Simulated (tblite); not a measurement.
C16H12O.
SMILES with atom numbers: `[CH3:1][c:2]1[c:3]2[cH:4][cH:5][cH:6][cH:7][c:8]2[c:9]([CH:10]=[O:11])[c:12]2[cH:13][cH:14][cH:15][cH:16][c:17]12` (hydrogens: H18, H19, H20 on C1; H21 on C4; H22 on C5; H23 on C6; H24 on C7; H25 on C10; H26 on C13; H27 on C14; H28 on C15; H29 on C16)

Structure used (GFN2-xTB), in Å, numbered top down from 1:
```xyz
29
C16H12O angstrom
C     -0.2918   -2.7962   -0.0913
C     -0.1401   -1.3028   -0.0766
C      1.1367   -0.7215   -0.1789
C      2.2973   -1.5023   -0.4305
C      3.5394   -0.9482   -0.4760
C      3.7014    0.4291   -0.2494
C      2.6136    1.2187   -0.0288
C      1.2956    0.6927   -0.0273
C      0.1623    1.5107    0.1742
C      0.3268    2.9634    0.2597
O     -0.3561    3.7444    0.8801
C     -1.1265    0.9334    0.2113
C     -2.2964    1.7203    0.3616
C     -3.5379    1.1604    0.3587
C     -3.6880   -0.2252    0.1775
C     -2.5909   -1.0162    0.0258
C     -1.2738   -0.4826    0.0551
H      0.5840   -3.2838    0.3258
H     -0.4334   -3.1558   -1.1115
H     -1.1454   -3.1064    0.5039
H      2.1954   -2.5601   -0.6099
H      4.4047   -1.5625   -0.6762
H      4.6926    0.8573   -0.2529
H      2.7639    2.2694    0.1586
H      1.1643    3.3507   -0.3532
H     -2.1947    2.7855    0.4843
H     -4.4131    1.7812    0.4788
H     -4.6781   -0.6558    0.1465
H     -2.7317   -2.0699   -0.1523
```

Method: GFN2-xTB as coded in tblite; computed harmonic values from a numerical Hessian at the method's own geometry, unscaled. Against measured fundamentals such values can be off by several per cent, at times by over 20. One conformer, not necessarily the lowest.

Harmonic wavenumbers (cm⁻¹): 38.4, 47.9, 79.5, 94.9, 127.9, 133.0, 209.4, 244.3, 286.0, 336.4, 352.8, 364.9, 377.0, 411.9, 427.9, 449.1, 462.0, 506.5, 547.7, 557.4, 564.8, 576.9, 644.2, 689.5, 697.9, 733.7, 758.8, 769.0, 770.6, 860.4, 865.6, 871.4, 889.6, 914.0, 917.6, 925.1, 928.1, 940.4, 1012.6, 1020.7, 1043.3, 1095.9, 1102.0, 1109.8, 1135.2, 1190.7, 1192.7, 1196.7, 1242.3, 1261.3, 1279.1, 1298.5, 1351.5, 1355.8, 1375.2, 1393.6, 1407.1, 1410.3, 1425.2, 1437.7, 1468.9, 1472.0, 1522.9, 1526.2, 1532.5, 1536.8, 1607.0, 1620.2, 1720.2, 2753.7, 2990.5, 3048.5, 3062.8, 3078.6, 3080.2, 3089.5, 3090.3, 3108.8, 3110.1, 3111.4, 3127.2.

A = 756.3, B = 445.5, C = 282.1 MHz; mass 220.089 u (most abundant isotopes); point group C1, symmetry number 1.

Q: What is the zero-point energy?

A: Half the sum of the wavenumbers: 49184 cm⁻¹ = 140.62 kcal/mol.

Q: What is S at 298.15 K and 1 bar for an ideal gas of classical rigid rotors and harmonic oscillators?

A: Translation 42.10, rotation 32.49, vibration 43.73: S = 118.3 cal/(mol K).

Q: And Cp and H(298.15 K) − H(0)?

A: Cp = 57.31 cal/(mol K), of which vibrations give 49.36 (their classical limit is 81 R = 161.0); H(298.15 K) − H(0) = 9.35 kcal/mol without the zero-point energy, 6.98 from vibrations.

Q: Blend soft modes into free rotors: weight 1/[1 + (100 cm⁻¹/ν̃)⁴] for the oscillator and the rest for a rotor with moment μB/(μ + B), μ = h/(8π²ν), B = 10⁻⁴⁴ kg m². What vibrational entropy results?

A: 39.89 cal/(mol K) in place of 43.73, which changes −T·S at 298.15 K by +1.15 kcal/mol.

Q: How do the functions run with temperature in this model?

A: 
```json
{"T (K)": "50", "S (cal/(mol K))": "65.5", "Cp (cal/(mol K))": "15.6", "H − H(0) (kcal/mol)": "0.56", "G − H(0) (kcal/mol)": "-2.71", "ln q(vib)": "0.92"}
{"T (K)": "100", "S (cal/(mol K))": "78.5", "Cp (cal/(mol K))": "22.7", "H − H(0) (kcal/mol)": "1.52", "G − H(0) (kcal/mol)": "-6.33", "ln q(vib)": "2.70"}
{"T (K)": "373.15", "S (cal/(mol K))": "132.6", "Cp (cal/(mol K))": "70.4", "H − H(0) (kcal/mol)": "14.15", "G − H(0) (kcal/mol)": "-35.33", "ln q(vib)": "13.22"}
{"T (K)": "500", "S (cal/(mol K))": "156.0", "Cp (cal/(mol K))": "89.4", "H − H(0) (kcal/mol)": "24.34", "G − H(0) (kcal/mol)": "-53.65", "ln q(vib)": "18.39"}
{"T (K)": "750", "S (cal/(mol K))": "197.5", "Cp (cal/(mol K))": "114.9", "H − H(0) (kcal/mol)": "50.15", "G − H(0) (kcal/mol)": "-97.97", "ln q(vib)": "28.51"}
{"T (K)": "1000", "S (cal/(mol K))": "232.8", "Cp (cal/(mol K))": "130.4", "H − H(0) (kcal/mol)": "80.97", "G − H(0) (kcal/mol)": "-151.88", "ln q(vib)": "38.06"}
```

q(vib) and H(0) count from the zero-point level.

Q: Which modes carry the vibrational entropy at 298.15 K?

A: 38.4 cm⁻¹: 5.34; 47.9 cm⁻¹: 4.90; 79.5 cm⁻¹: 3.90; 94.9 cm⁻¹: 3.56; 127.9 cm⁻¹: 2.98; 133.0 cm⁻¹: 2.90 cal/(mol K); the other 75 give 20.15 together.

Q: What must be added to the electronic energy to get the Gibbs energy at 298.15 K and 1 bar?

A: ZPE + [H(298.15 K) − H(0)] − T·S = 140.62 + 9.35 − 35.28 = 114.69 kcal/mol.

Hindered rotation and anharmonicity are outside this model. Other conformers, if any are populated, would add a mixing term that is left out. The structure is chiral; the term R ln 2 for an equal mix with its mirror image is left out.
